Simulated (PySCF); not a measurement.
SMILES C#C[Si](O)(O)OC, PBE0/def2-SVP optimised geometry. Atoms within 1.6 Å of the plane z = 0.8 Å (x, y, z in Å): C1 (-0.85, 1.70, 0.01), C2 (-0.43, 0.56, 0.00), Si3 (0.19, -1.17, 0.00), O5 (1.83, -1.17, 0.00), O6 (-0.37, -1.94, 1.34), C7 (-1.71, -2.06, 1.73), H8 (-1.21, 2.72, 0.02), H10 (2.27, -0.65, 0.68), H11 (-2.27, -2.72, 1.04), H12 (-2.22, -1.08, 1.77).

Calculation: PBE0/def2-TZVP (PySCF).

Map of the Laplacian of the electron density (e/bohr⁵) on the plane z = 0.8 Å:

```
|77777777777777777777777777777|
|77777777777777777777777777777|
|77777777777777777777777777777|
|77777777777777777777777777777|
|77777777777777777777777777777|
|77777777777777777777777777777|
|77777777777777777777777777777|
|77777777777777777777777777777|
|77777777777777777777777777777|
|77777777777777777777777777777|
|77777777777777777777777777777|
|77777777777777777777777777777|
|77777777777777777777777777777|
|77777777777777777777777777777|
|77777777777777777777777777777|
|77777777777777777777777777777|
|77777777777777777788067777777|
|77777777777777787789877777777|
|77777777777887777789877777777|
|77777777777895787777777777777|
|77777777778898987777777777777|
|77777777677889877777777777777|
|77777777677777777777777777777|
|77777777777777777777777777777|
|77777777777777777777777777777|
|77777777777777777777777777777|
|77777777777777777777777777777|
|77777777777777777777777777777|
|77777777777777777777777777777|
```
Scale: ten equal steps from -1.27 (start of '0') to 0.537 (end of '9'), in the order '0123456789'; x runs from -5.00 to 5.00, y from -5.00 (bottom) to 5.00 (top).
